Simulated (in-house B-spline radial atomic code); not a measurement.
Ionisation energies along the 23-electron series, configuration [Ar] 3d5, as differences of self-consistent energies. NIST's values go from ground level to ground level; the uncertainty of those that are theory runs from under 0.1 % in few-electron ions to several per cent in heavy many-electron ones. Computed with a radial B-spline atomic code at the basis-set limit: non-relativistic Hartree-Fock, average of the configuration, point nuclei.

This level leaves out relativity, spin-orbit splitting included, which matters for heavy ions.

```csv
ion,configuration after,ionisation energy (eV),IE/(q+1)² (eV),-ε less Coulomb ΔSCF (eV),tabulated value (eV),tabulated kind,computed minus tabulated (eV)
Cr+,[Ar] 3d4,13.6,3.3949,2.5596,16.48631,measured,-2.9
Mn2+,[Ar] 3d4,30.5,3.3855,2.4369,33.668,measured,-3.2
Fe3+,[Ar] 3d4,51.3,3.2092,2.4082,54.91,measured,-3.6
Co4+,[Ar] 3d4,75.8,3.0332,2.4101,79.5,semi-empirical,-3.7
Ni5+,[Ar] 3d4,103.7,2.8814,2.4224,108,semi-empirical,-4.3
Cu6+,[Ar] 3d4,134.9,2.7539,2.4377,139,semi-empirical,-4.1
Zn7+,[Ar] 3d4,169.4,2.6469,2.4534,173.9,semi-empirical,-4.5
Ga8+,[Ar] 3d4,207.1,2.5563,2.4684,211,tabulated theory,-3.9
Ge9+,[Ar] 3d4,247.9,2.4788,2.4825,252.1,tabulated theory,-4.2
As10+,[Ar] 3d4,291.8,2.4119,2.4955,296,tabulated theory,-4.2
Se11+,[Ar] 3d4,338.9,2.3537,2.5075,342.9,tabulated theory,-4.0
Br12+,[Ar] 3d4,389.1,2.3026,2.5186,393,tabulated theory,-3.9
Kr13+,[Ar] 3d4,442.4,2.2573,2.5287,446,tabulated theory,-3.6
Rb14+,[Ar] 3d4,498.8,2.2169,2.5382,502,tabulated theory,-3.2
Sr15+,[Ar] 3d4,558.3,2.1807,2.5469,562,tabulated theory,-3.7
Zr17+,[Ar] 3d4,686.4,2.1186,2.5626,690,tabulated theory,-3.6
Nb18+,[Ar] 3d4,755.1,2.0916,2.5696,758,tabulated theory,-2.9
Mo19+,[Ar] 3d4,826.8,2.067,2.5762,829,tabulated theory,-2.2
```

**Question.** How far is this level of theory from the measured and semi-empirical values?

**Answer.** Over those 7 rows the differences run from -4.5 to -2.91 eV (mean absolute value 3.7 eV). The calculation leaves out relativity, correlation and, in open shells, the multiplet splittings that an average leaves out.
